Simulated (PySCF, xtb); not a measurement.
CH6FNOSi2, SMILES N[Si@@H]1OC[Si@@H]1F.

GFN2-xTB (xtb) at its own geometry gives an orbital gap of 3.99 eV and a dipole moment of 2.16 D.

Coordinates come from a PBE0-D3(BJ)/def2-SVP optimisation. The structure was generated by enumeration; whether it is a known compound was not checked. One conformer was computed; it need not be the lowest.

Question: What does CAM-B3LYP/def2-TZVP run with PySCF give? (An estimate is asked for; the answer gives what the named calculation found.)

Answer: gap 9.25 eV (levels -8.83 and 0.42 eV), dipole 0.94 D.
